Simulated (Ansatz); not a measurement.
Relaxation of a periodic cell of 36 atoms, H23C2NO10 (contents 10 H2O + 1 CH3CN, density as packed 0.86 g/cm³ with natural masses), to a largest force component of 0.3 eV/Å in at most 15 steps.

Computed with DFT PBEsol, scalar-relativistic, plane waves, PAW (Ansatz). Settings: cutoff 420 eV, k mesh 1x1x1, fermi-dirac smearing 0.02 eV, no spin polarisation.

```xyz
36
Lattice="7.5226 0.0000 0.0000 0.0000 7.5226 0.0000 0.0000 0.0000 7.5226" Properties=species:S:1:pos:R:3
O 1.382 0.589 2.482
H 2.062 1.009 1.935
H 1.628 -0.348 2.483
O 0.799 1.797 7.009
H 0.131 1.897 7.704
H 0.498 1.026 6.505
O -0.204 2.625 2.423
H -0.049 3.334 3.065
H 0.290 2.907 1.640
O 4.669 5.350 5.457
H 4.105 5.946 4.942
H 4.083 5.018 6.153
O 5.005 1.082 6.048
H 4.497 1.828 5.698
H 4.638 0.312 5.587
O 3.898 1.873 3.811
H 3.946 2.395 2.997
H 3.785 0.963 3.500
O 0.586 5.930 7.278
H 0.429 6.697 6.708
H 1.520 5.718 7.133
O 6.283 3.835 4.554
H 6.674 4.569 5.051
H 6.884 3.094 4.719
O 5.600 5.351 1.871
H 5.948 6.079 2.406
H 5.833 5.595 0.963
O 4.228 0.275 1.508
H 5.174 0.137 1.660
H 4.169 0.471 0.561
C 3.052 3.863 0.611
C 2.385 4.532 1.725
N 1.846 5.072 2.623
H 3.863 4.486 0.230
H 3.467 2.908 0.941
H 2.341 3.677 -0.196
```

Q: Where does it end, and by what steps?

A: The run ended unconverged. Limits of this set-up: coarse k mesh. After 14 steps the energy has fallen by 5.099 eV; H6 moved furthest, 1.63 Å.

```
step  energy less start (eV)  largest force component (eV/Å)  accepted
   0                  0.0000                           1.533       yes
   1                 -0.9046                           1.771       yes
   2                 -1.5902                           2.723       yes
   3                 -2.2113                           2.487       yes
   4                 -2.7300                           2.300       yes
   5                 -3.1310                           1.653       yes
   6                 -3.4718                           1.427       yes
   7                 -3.7940                           1.354       yes
   8                 -4.0646                           1.103       yes
   9                 -4.2748                           1.140       yes
  10                 -4.4830                           0.933       yes
  11                 -4.6756                           0.965       yes
  12                 -4.8495                           0.857       yes
  13                 -4.9935                           0.615       yes
  14                 -5.0992                           0.613       yes
```

```xyz
36
Lattice="7.5226 0.0000 0.0000 0.0000 7.5226 0.0000 0.0000 0.0000 7.5226" Properties=species:S:1:pos:R:3
O 2.016 0.639 2.582
H 2.746 0.567 1.894
H 1.885 -0.296 2.858
O -0.193 1.341 7.020
H -0.333 1.721 7.915
H -1.117 1.181 6.656
O -0.202 3.007 2.125
H -0.549 3.297 3.003
H 0.622 2.511 2.378
O 4.341 5.762 5.200
H 3.669 5.663 4.494
H 4.985 5.026 5.053
O 4.949 0.781 6.003
H 4.554 1.291 5.220
H 4.837 -0.170 5.720
O 3.939 1.945 3.870
H 4.537 1.751 3.119
H 3.107 1.454 3.584
O 0.118 6.187 7.024
H 0.140 7.200 7.026
H 0.956 5.922 7.440
O 6.553 4.019 4.856
H 7.111 4.699 5.295
H 6.670 3.219 5.411
O 5.651 5.899 1.304
H 6.036 5.517 2.111
H 6.416 5.945 0.655
O 4.236 0.660 1.123
H 4.775 -0.167 1.304
H 4.354 0.790 0.140
C 3.260 3.807 0.868
C 2.778 4.624 1.950
N 2.403 5.302 2.817
H 4.147 4.308 0.442
H 3.555 2.808 1.237
H 2.491 3.679 0.091
```

Run time: 42 s on 1 thread of Arm Neoverse V2 (shared host), peak memory 0.44 GiB.
